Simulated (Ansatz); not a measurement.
Several settings on one geometry of Sn9H15 (that of the charge 0 doublet, PBE-D4/def2-SVP). Ansatz on 2 threads of AMD EPYC 7R13 on a shared host and a share (18 GiB) of an NVIDIA H100 80GB HBM3; times are rough.

Cartesian coordinates in Å:
```
Sn 0.2247 -3.1513 0.1315
Sn 0.1572 0.0739 -3.1859
Sn -3.0466 0.1123 0.1095
Sn 0.0621 0.0778 3.4197
Sn 0.2140 3.3426 0.1643
Sn -1.4133 -1.5481 -1.5046
Sn 1.7572 -1.5794 1.8854
Sn 1.7297 1.8946 -1.7328
Sn -1.5094 1.7907 1.7978
H 1.2612 -4.1312 -0.8600
H -0.7664 -4.2334 1.0586
H 1.1795 -0.9231 -4.1775
H -0.8858 0.9583 -4.2569
H -4.1086 -0.8838 1.0587
H -4.0699 1.0615 -0.9263
H -0.9799 -0.9398 4.3675
H 1.0108 0.9995 4.5469
H -0.7434 4.5024 -0.7082
H 1.2999 4.2618 1.1651
H -2.4279 -2.5792 -2.4827
H 2.7500 -2.5755 2.9094
H 2.8199 -0.5714 0.9546
H 2.4977 3.0109 -2.8239
H 2.9875 1.0299 -0.9102
```

Totals from different functionals, basis sets or treatments of relativity can't be compared as stabilities.

In the def2 sets Sn takes a core potential; there is no spin–orbit coupling.

The spins typed aren't always the lowest for that charge.

Task: Give the basis size and estimate the energy, ⟨S²⟩ and time of these runs.

| run | method | charge | state | further keys |
| --- | --- | --- | --- | --- |
| 1 | RKS PBE0-D3(BJ)/def2-mTZVPP | -1 | singlet | scf: {omitted_lower_state_checks: [starts]} |
| 2 | ROKS B97/STO-3G | 0 | doublet | accuracy: high; scf: {omitted_lower_state_checks: [starts]} |
| 3 | RKS r2SCAN50-D4/def2-SVP | -1 | singlet | scf: {omitted_lower_state_checks: [starts]} |

Result: 
```json
{"run": "1", "functions": "399", "energy (Eh)": "-1937.9949", "⟨S²⟩": "–", "wall time": "14 s"}
{"run": "2", "functions": "258", "energy (Eh)": "-53696.1089", "⟨S²⟩": "–", "wall time": "36 s"}
{"run": "3", "functions": "309", "energy (Eh)": "-1938.1368", "⟨S²⟩": "–", "wall time": "12 s"}
```

The highest occupied level of an anion often lies above zero with these methods, and sets without diffuse functions describe the outer electron poorly.
